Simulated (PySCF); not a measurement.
A calculated (UHF, PySCF 2.14, ANO-RCC-VTZP, the spin-free X2C one-electron Hamiltonian (Gaussian nucleus)) atom or ion has these occupied shells.

```json
{"shell": "1s α", "electrons": "1", "orbital energy (eV)": "-57788.3", "rms radius, mean of both spins (bohr)": "0.0231"}
{"shell": "1s β", "electrons": "1", "orbital energy (eV)": "-57788.2", "rms radius, mean of both spins (bohr)": "0.0231"}
{"shell": "2s α", "electrons": "1", "orbital energy (eV)": "-9858.5", "rms radius, mean of both spins (bohr)": "0.0935"}
{"shell": "2s β", "electrons": "1", "orbital energy (eV)": "-9858.4", "rms radius, mean of both spins (bohr)": "0.0935"}
{"shell": "2p α", "electrons": "3", "orbital energy (eV)": "-8736.2", "rms radius, mean of both spins (bohr)": "0.0844"}
{"shell": "2p β", "electrons": "3", "orbital energy (eV)": "-8736.0", "rms radius, mean of both spins (bohr)": "0.0844"}
{"shell": "3s α", "electrons": "1", "orbital energy (eV)": "-2285.7", "rms radius, mean of both spins (bohr)": "0.240"}
{"shell": "3s β", "electrons": "1", "orbital energy (eV)": "-2283.3", "rms radius, mean of both spins (bohr)": "0.240"}
{"shell": "3p α", "electrons": "3", "orbital energy (eV)": "-1936.3", "rms radius, mean of both spins (bohr)": "0.241"}
{"shell": "3p β", "electrons": "3", "orbital energy (eV)": "-1933.5", "rms radius, mean of both spins (bohr)": "0.241"}
{"shell": "3d α", "electrons": "5", "orbital energy (eV)": "-1488.3", "rms radius, mean of both spins (bohr)": "0.221"}
{"shell": "3d β", "electrons": "5", "orbital energy (eV)": "-1485.4", "rms radius, mean of both spins (bohr)": "0.221"}
{"shell": "4s α", "electrons": "1", "orbital energy (eV)": "-501.39", "rms radius, mean of both spins (bohr)": "0.540"}
{"shell": "4s β", "electrons": "1", "orbital energy (eV)": "-495.40", "rms radius, mean of both spins (bohr)": "0.540"}
{"shell": "4p α", "electrons": "3", "orbital energy (eV)": "-383.66", "rms radius, mean of both spins (bohr)": "0.574"}
{"shell": "4p β", "electrons": "3", "orbital energy (eV)": "-377.07", "rms radius, mean of both spins (bohr)": "0.574"}
{"shell": "4d α", "electrons": "5", "orbital energy (eV)": "-221.27", "rms radius, mean of both spins (bohr)": "0.629"}
{"shell": "4d β", "electrons": "5", "orbital energy (eV)": "-212.84", "rms radius, mean of both spins (bohr)": "0.629"}
{"shell": "5s α", "electrons": "1", "orbital energy (eV)": "-87.114", "rms radius, mean of both spins (bohr)": "1.33"}
{"shell": "5s β", "electrons": "1", "orbital energy (eV)": "-85.041", "rms radius, mean of both spins (bohr)": "1.33"}
{"shell": "5p α", "electrons": "3", "orbital energy (eV)": "-55.531", "rms radius, mean of both spins (bohr)": "1.54"}
{"shell": "5p β", "electrons": "3", "orbital energy (eV)": "-53.966", "rms radius, mean of both spins (bohr)": "1.54"}
{"shell": "4f α", "electrons": "7", "orbital energy (eV)": "-41.664", "rms radius, mean of both spins (bohr)": "0.844"}
{"shell": "4f β", "electrons": "4", "orbital energy (eV)": "-38.266", "rms radius, mean of both spins (bohr)": "0.844"}
{"shell": "6p α", "electrons": "1", "orbital energy (eV)": "-14.527", "rms radius, mean of both spins (bohr)": "4.48"}
```

**Question.** Name the element and its charge.

**Answer.** Er²⁺ (erbium, charge +2), in [Xe] 4f11 6p1, one real determinant (an excited configuration).
